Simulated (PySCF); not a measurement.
How the method changes the constants of TaC⁺

State: quintet, unpaired electrons σ ↑↑, π ↑, δ ↑, a mixture of terms (⟨Lz²⟩ = 4.8). Set-up: Ta def2-TZVPPD with ECP60, C def2-TZVPPD; scalar-relativistic core potentials (PySCF 2.14). De refers to Ta⁺ (5d3 6s1) + C in their high-spin ground configurations, without counterpoise correction. The functionals are run spin-unrestricted. A positive dipole points towards C; it is taken about the centre of mass and depends on that origin. Levels whose curve was spin-contaminated or gave no clean fit are not listed.

```csv
Level,Re (Å),ωe (cm⁻¹),De (eV),μ (D),"CPU s a point (SCF and correlation, without the integrals)"
UHF-CCSD,1.872,886,3.43,n/a,n/a
UHF-CCSD(T),1.886,860,3.85,n/a,140
PBE,1.877,864,n/a,-1.69,2.1
revPBE,1.882,855,n/a,-1.72,1.1
BP86,1.880,858,n/a,-1.64,1.1
TPSS,1.880,867,n/a,-1.93,2.8
r²SCAN,1.867,894,n/a,-1.96,2.9
M06-L,1.866,877,n/a,-2.13,8.7
PBE0,1.857,913,n/a,-2.07,4
BHandHLYP,1.852,929,n/a,-2.39,3
ωB97M-V,1.855,923,n/a,-2.40,12
```

The bond length runs from 1.852 Å (BHandHLYP) to 1.886 Å (UHF-CCSD(T)).

Correlated steps freeze 1 core orbital. De is left out where the level can put another filling of the metal’s s and d shells below the measured ground configuration, by anything from nothing to about 1 eV. Spin–orbit coupling is left out, which matters for elements this heavy, above all for dissociation energies. For an ion De counts to the pair picked by the measured ionisation energies or electron affinities, which need not be the lowest pair at this level. Counting both spins, an empty level lies below a filled one in some of these solutions, because spin and occupation are held. With d or f electrons several states lie close, and the lowest PBE0 determinant need not be the measured ground state.

The whole job (state search and all levels along the bond) took about 18 min on 2 threads of Arm Neoverse V1 (shared host), peak memory 4.4 GiB.
